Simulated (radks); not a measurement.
Values are calculated unless marked as measured or tabulated.
All-electron atom: Sc I in [Ar] 3d1 4s2. Code: a radial shooting solver on a logarithmic mesh with Libxc functionals. Model: scalar-relativistic Kohn-Sham, LDA (Slater exchange, Perdew-Wang correlation), spin-polarised, spherical densities, finite nucleus; open shells are filled with parallel spins first; Fermi nuclear charge, rms radius 3.5459 fm; hard spherical wall at 3.5 bohr.

Normalised radial functions P(r) = r R(r), r in bohr:

```
   r/bohr * 3s down, o 3d up (the largest magnitude, 1.06, reaches the edge; | marks zero, & curves that meet)
 0.002677                             o*
 0.003018                             o*
 0.003375                             o *
 0.003806                             o *
 0.004257                             o *
   0.0048                             o *
 0.005368                             o  *
 0.006053                             o  *
  0.00677                             o  *
 0.007633                             o  *
 0.008538                             o   *
 0.009626                             o   *
  0.01077                             o   *
  0.01204                             o    *
  0.01358                             o    *
  0.01519                             o     *
  0.01712                             o     *
  0.01915                             o     *
   0.0216                             o      *
  0.02416                             o      *
  0.02724                             o       *
  0.03046                             o       *
  0.03435                             o       *
  0.03842                             o       *
  0.04332                             o       *
  0.04845                             o      *
  0.05419                             o      *
   0.0611                             o     *
  0.06834                             o    *
  0.07705                             o  *
  0.08619                             o *
  0.09718                             *o
   0.1087                           * |o
   0.1226                        *    |o
   0.1371                      *      |o
   0.1545                    *        | o
   0.1729                  *          | o
   0.1934                *            |  o
    0.218               *             |   o
   0.2438               *             |   o
   0.2749                *            |     o
   0.3075                  *          |      o
   0.3467                     *       |       o
   0.3878                         *   |        o
   0.4373                             |*         o
   0.4891                             |      *     o
   0.5514                             |           * o
   0.6168                             |               o *
   0.6954                             |                o    *
   0.7778                             |                 o      *
     0.87                             |                  o       *
   0.9809                             |                   o      *
    1.097                             |                   o     *
    1.237                             |                   o  *
    1.384                             |                  o*
     1.56                             |               *  o
    1.745                             |           *    o
    1.968                             |        *      o
    2.201                             |     *       o
    2.481                             |   *      o
    2.775                             | *     o
    3.129                             |*  o
      3.5                             &
```

3s down: eigenvalue -43.551 eV, 2 radial nodes at r = 0.0962, 0.425 bohr, <r> = 1.09 bohr, 90 % of the charge inside 1.65 bohr. 3d up: eigenvalue 7.129 eV, 0 radial nodes, <r> = 1.45 bohr, 90 % of the charge inside 2.34 bohr.
